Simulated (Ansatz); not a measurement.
Reactions of CH3BCl2O, SMILES `COB(Cl)Cl`.

Computed with Ansatz on PBE0-D4/def2-TZVP structures; ΔE is electronic, products minus reactants. CCSD(T)/CBS is the MP2 limit (def2-TZVPP, def2-QZVPP) plus CCSD(T) − MP2 in def2-TZVPP, frozen cores. This one scheme is used for every species. DFT in def2-TZVPP. B3LYP here is the variant with VWN-RPA as its local correlation; programs differ in this. Open shells (•) are unrestricted, without spin–orbit coupling. Each species was taken in one conformer, which may not be the lowest.

```json
{"reaction": "`COB(Cl)Cl` + `OCC(F)(F)F` → `FC(F)(F)COB(Cl)Cl` + CH₃OH", "MP2/CBS(def2) (eV)": "0.14", "B2PLYP (eV)": "0.16", "B3LYP-D4 (eV)": "0.14"}
{"reaction": "`COB(Cl)Cl` + CH₃OH → `COB(Cl)OC` + HCl", "MP2/CBS(def2) (eV)": "-0.48", "B2PLYP (eV)": "-0.53", "B3LYP-D4 (eV)": "-0.54"}
{"reaction": "`COB(Cl)Cl` + H₂O → `COB(O)Cl` + HCl", "MP2/CBS(def2) (eV)": "-0.39", "B2PLYP (eV)": "-0.50", "B3LYP-D4 (eV)": "-0.49"}
{"reaction": "`COB(Cl)Cl` → `ClBCl` + `C=O`", "MP2/CBS(def2) (eV)": "2.58", "B2PLYP (eV)": "2.38", "B3LYP-D4 (eV)": "2.44"}
{"reaction": "`COB(Cl)Cl` + CH₃SH → `CSB(Cl)Cl` + CH₃OH", "MP2/CBS(def2) (eV)": "0.50", "B2PLYP (eV)": "0.63", "B3LYP-D4 (eV)": "0.61"}
{"reaction": "`COB(Cl)Cl` → `[CH2]` (triplet) + `OB(Cl)Cl`", "MP2/CBS(def2) (eV)": "4.08", "B2PLYP (eV)": "3.92", "B3LYP-D4 (eV)": "3.97"}
{"reaction": "`COB(Cl)Cl` → `OB(Cl)CCl`", "MP2/CBS(def2) (eV)": "0.40", "B2PLYP (eV)": "0.44", "B3LYP-D4 (eV)": "0.44"}
{"reaction": "`COB(Cl)Cl` → `[CH3]`• + `[O]B(Cl)Cl`•", "MP2/CBS(def2) (eV)": "4.67", "B2PLYP (eV)": "4.03", "B3LYP-D4 (eV)": "3.92"}
{"reaction": "`COB(Cl)Cl` + `CC[Si]O` → `CC[Si]OC` + `OB(Cl)Cl`", "MP2/CBS(def2) (eV)": "0.09", "B2PLYP (eV)": "0.08", "B3LYP-D4 (eV)": "0.06"}
{"reaction": "`COB(Cl)Cl` + SiH₄ → `[SiH3]B(Cl)Cl` + CH₃OH", "MP2/CBS(def2) (eV)": "1.62", "B2PLYP (eV)": "1.65", "B3LYP-D4 (eV)": "1.62"}
```

Q: Give the CCSD(T)/CBS values in the same order. (Estimate.)

A: Ansatz gave: 0.14, -0.53, -0.45, 2.48, 0.57, 3.98, 0.39, 4.25, 0.09, 1.57 eV.

Largest T1 diagnostic: 0.019, for `[O]B(Cl)Cl`•.
